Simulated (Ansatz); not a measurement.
**Reading a saddle point**

A first-order saddle point of AlSiH5ClF, singlet, PBE0-D4/def2-TZVP, with one imaginary mode of 256i cm⁻¹:

Al1  (-1.545, -0.262, -0.773)
F2  (-0.236, 0.921, -0.352)
H3  (-1.381, -0.701, -2.277)
H4  (-2.885, 0.170, -0.068)
Si5  (1.233, 0.279, 0.608)
Cl6  (-0.314, -1.580, 0.584)
H7  (2.036, 0.072, -0.610)
H8  (1.829, -0.541, 1.696)
H9  (1.264, 1.642, 1.190)
(Å)

Ansatz 0.2.0; basis: def2-TZVPP and def2-QZVPP; cores frozen in the correlated methods. Extrapolation: Hartree–Fock as exp(−7.88 √X), correlation as X^−2.97.

(1) Which contacts change along the imaginary mode, and what lies on either side? (Judge from chemistry; the calculation decides.)

(2) Which side is lower, and how far does the saddle lie above each? (An estimate is asked for; the value comes from the calculation.)

T1 diagnostic: at most 0.011.

## Answers

(1) By the calculation: The step is SiH₃Cl ([SiH3][Cl]) + AlH₂F ([F][AlH2]) → AlH₂Cl ([AlH2][Cl]) + SiH₃F ([F][SiH3]) (still joined by a long Al–F bond), with the molecules in contact on both sides. Shortening one way: Al1–Cl6, F2–Si5; lengthening the same way: Al1–F2, Si5–Cl6.
```json
{"pair": "Al1–Cl6", "one side (Å)": "2.53", "saddle (Å)": "2.26", "other side (Å)": "2.15"}
{"pair": "F2–Si5", "one side (Å)": "2.84", "saddle (Å)": "1.87", "other side (Å)": "1.67"}
{"pair": "Al1–F2", "one side (Å)": "1.68", "saddle (Å)": "1.81", "other side (Å)": "2.00"}
{"pair": "Si5–Cl6", "one side (Å)": "2.12", "saddle (Å)": "2.42", "other side (Å)": "3.34"}
```

(2) By the calculation: The side with Al1–Cl6, F2–Si5 short is lower by 0.294 eV; the saddle lies 0.683 eV above it and 0.389 eV above the other (CCSD(T) at an estimated basis limit (MP2 extrapolated from triple and quadruple zeta, plus CCSD(T) − MP2 in triple zeta); electronic energies).

Ligand swaps between two centres remove the fluorinated layer in thermal atomic layer etching, and scramble precursors in the gas phase.

Labels in which every atom is bracketed show which atoms are joined, not bond orders.

For scale, one of the runs: CCSD(T)/def2-TZVPP, 227 basis functions, launched by `ansatz run in.yaml --threads 4 --pin off --events-out ev --progress --plain --max-ram 9574MiB`. Hardware: 4 CPU threads of an Arm Neoverse V1, shared host. Wall time 77 s; peak host memory 3.4 GiB.
